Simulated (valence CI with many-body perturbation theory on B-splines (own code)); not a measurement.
The numbers below are computed, except where a source is named.
# Energy levels of Os63+

Level of theory: configuration interaction combined with many-body perturbation theory (CI+MBPT): three valence electrons over a frozen Dirac-Fock core [Ne], radial functions for each j: 11 s, 11 p, 9 d, 7 f, 5 g, 2 h, 1 i, with the one-electron correlation potential Σ1 (screened to all orders), the two-electron term Σ2, the three-electron term Σ3, Breit, model QED; selected single and double excitations, second order for the rest (own B-spline code, finite nucleus).

The last digits are not significant, and no measured levels were compared; by estimate large intervals hold to a few tenths of a per cent, small ones and those within an open d or f shell to about a per cent.

Levels 46 to 68 of 68, with energies above the lowest level, (3s^2 3p1/2) J=1/2. "Leading %" is the weight of the configuration and term that name the level; weights of strongly mixed levels are sums over their largest components and can fall short. In the jj column 3d3/2^4 stands for four electrons in 3d with j = 3/2.

```
No.  Configuration  Term    J  E (eV)  Leading %                Leading jj  Second component      g
 46         3p2.3d    2D  3/2  1414.0         34  3p1/2 3p3/2 3d3/2 (82 %)    23 % 3p2.3d 2P  1.075
 47         3p2.3d    2D  5/2  1415.1         30  3p1/2 3p3/2 3d3/2 (85 %)    22 % 3p2.3d 4F  1.129
 48         3p2.3d    4P  1/2  1418.8         31  3p1/2 3p3/2 3d3/2 (86 %)    30 % 3p2.3d 2P  1.684
 49         3s.3d2    4F  3/2  1442.9         70         3s 3d3/2^2 (81 %)    14 % 3s.3d2 2D  0.573
 50         3s.3d2    4F  5/2  1457.2         44         3s 3d3/2^2 (77 %)    21 % 3s.3d2 2D  1.063
 51         3p2.3d    4D  7/2  1474.7         48  3p1/2 3p3/2 3d5/2 (98 %)    33 % 3p2.3d 4F  1.295
 52         3s.3d2    4P  1/2  1477.4         57         3s 3d3/2^2 (83 %)    25 % 3s.3d2 2S  2.237
 53         3p2.3d    2G  9/2  1482.7         59  3p1/2 3p3/2 3d5/2 (91 %)    32 % 3p2.3d 4F  1.171
 54         3p2.3d    2P  3/2  1486.7         50  3p1/2 3p3/2 3d5/2 (94 %)    21 % 3p2.3d 4P  1.328
 55         3p2.3d    2D  5/2  1491.0         44  3p1/2 3p3/2 3d5/2 (90 %)    20 % 3p2.3d 4D  1.118
 56         3p2.3d    2F  7/2  1503.4         49  3p1/2 3p3/2 3d5/2 (78 %)    18 % 3p2.3d 4F  1.126
 57         3p2.3d    4P  5/2  1505.7         41  3p1/2 3p3/2 3d5/2 (92 %)    24 % 3p2.3d 2F  1.254
 58         3p2.3d    2P  1/2  1516.6         44  3p1/2 3p3/2 3d5/2 (85 %)    36 % 3p2.3d 2S  1.224
 59         3p2.3d    2D  3/2  1520.4         59  3p1/2 3p3/2 3d5/2 (92 %)    13 % 3p2.3d 4D  0.938
 60         3s.3d2    4F  7/2  1533.5         79     3s 3d3/2 3d5/2 (81 %)     9 % 3p2.3d 2F  1.191
 61         3s.3d2    4F  5/2  1535.1         46     3s 3d3/2 3d5/2 (96 %)    26 % 3s.3d2 4P  1.177
 62         3s.3d2    4P  3/2  1541.5         84     3s 3d3/2 3d5/2 (99 %)     9 % 3s.3d2 2D  1.549
 63         3s.3d2    2G  9/2  1550.4         57     3s 3d3/2 3d5/2 (88 %)    36 % 3s.3d2 4F  1.184
 64         3s.3d2    2F  5/2  1558.2         49     3s 3d3/2 3d5/2 (84 %)    30 % 3s.3d2 4P  1.117
 65         3s.3d2    2G  7/2  1558.4         73     3s 3d3/2 3d5/2 (94 %)    21 % 3s.3d2 2F  0.950
 66         3s.3d2    2P  3/2  1563.7         35     3s 3d3/2 3d5/2 (84 %)    34 % 3s.3d2 2D  1.068
 67         3s.3d2    2P  1/2  1573.7         56     3s 3d3/2 3d5/2 (80 %)    23 % 3s.3d2 4P  1.206
 68         3p.3d2   4G°  5/2  1592.2         53     3p1/2 3d3/2^2 (100 %)   36 % 3p.3d2 2F°  0.734
```
